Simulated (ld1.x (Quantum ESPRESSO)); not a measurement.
## Before and after: TM semilocal potential for oxygen

oxygen (O), norm-conserving Troullier–Martins (semilocal form), made with ld1.x (Quantum ESPRESSO) 7.5 (revPBE, non-relativistic). Core [He], reference 2s2 2p4. Waves: 2s (bound): rc 0.70 bohr; 2p (bound): rc 1.05 bohr. Local part: the p channel. Core correction: Bessel-smoothed model core, default radius (core density twice the valence density).

Change: all radii but the core radius scaled by about 0.95 (s 0.66, p 1.00 bohr).

Cutoffs: the cutoffs (Ry, on a coarse ladder) from which the occupation-weighted sum of valence levels, in a spherical-Bessel basis at the reference potential, stays within 10 and 1 mRy of its value at 400 Ry; they do not see the model core or the augmentation charge, which bear on the density cutoff. Errors are all-electron minus pseudo energies relative to the spin-unpolarised reference configuration.

Q: How do hardness, ghosts and transferability respond?

A: The potential gets harder (120 Ry and 200 Ry → 140 Ry and 230 Ry); of the 7 tests that both files solve, the error grows in 0 and shrinks in 3 by more than 15 % and 0.3 meV (median size 6.5 → 6.7 meV); neither file shows a bound ghost. A smaller radius makes the pseudo-wave follow the all-electron one further in, where it bends more sharply, so more plane waves are needed. Less of the atom is replaced, so other configurations are described better. A semilocal file is local in each channel, so a ghost entry of none says nothing of the separable form that plane-wave codes build from it.

```csv
quantity,base,changed
"cutoff, loose",120 Ry,140 Ry
"cutoff, tight",200 Ry,230 Ry
loose cutoff by channel (10 mRy a level),"s 70 Ry, p 80 Ry","s 70 Ry, p 90 Ry"
bound ghosts,none,none
"error for 2s2 2p3, meV [ΔE 16.38 eV]",+0.2,+0.4
"error for 2s2 2p2, meV [ΔE 49.91 eV]",+21,+18
"error for 2s2 2p1, meV [ΔE 103.70 eV]",+143,+121
"error for 2s2 2p0, meV [ΔE 180.47 eV]",+553,+466
"error for 2s1 2p5, meV [ΔE 14.99 eV]",+6.5,+6.7
"error for 2s2 2p4.3, meV [ΔE -2.11 eV]",-0.1,-0.1
"error for 2s1 2p4, meV [ΔE 31.65 eV]",-2.5,+0.1
```
